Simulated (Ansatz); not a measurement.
Consider the cleavage of the Sn–Al bond: `[OH][Al]([SiH3])[SnH3]` + `C[SiH2]N` → `C[SiH2][NH][SnH3]` + `[OH][AlH][SiH3]`.

Computed with Ansatz on PBE0-D4/def2-TZVP structures; ΔE is electronic, products minus reactants. CBS: MP2 limit from def2 TZ/QZ plus the TZ coupled-cluster correction, frozen cores. Functionals use def2-TZVPP. B3LYP here is the variant with VWN-RPA as its local correlation; programs differ in this. def2 core potentials past Kr. For Sn outer-core shells are correlated without core-valence functions, which leaves a few kJ/mol of doubt a bond. Each species was taken in one conformer, which may not be the lowest.

```json
{"level": "PBE-D4", "ΔE (kcal/mol)": "13.8"}
{"level": "r2SCAN-D4", "ΔE (kcal/mol)": "12.0"}
{"level": "PBE0-D4", "ΔE (kcal/mol)": "13.3"}
{"level": "B3LYP", "ΔE (kcal/mol)": "12.6"}
{"level": "SCS-MP2/def2-TZVPP", "ΔE (kcal/mol)": "8.0"}
{"level": "CCSD(T)/def2-TZVPP", "ΔE (kcal/mol)": "9.5"}
{"level": "MP2/def2-QZVPP", "ΔE (kcal/mol)": "9.0"}
{"level": "CCSD/CBS(def2)", "ΔE (kcal/mol)": "10.0"}
```

What does CCSD(T)/CBS give? (Estimate.)

Computed: +9.9 kcal/mol. The listed levels differ from it by 3.9, 2.1, 3.4, 2.7, -1.9, -0.4, -0.9, 0.1 kcal/mol.

Largest T1 diagnostic among the species: 0.014.

The D4 term adds −1.8 kcal/mol with B3LYP and −0.9 kcal/mol with PBE0; it sums over pairs of atoms, weighted by their polarisabilities, and B3LYP, whose exchange is more repulsive, gets the larger term.
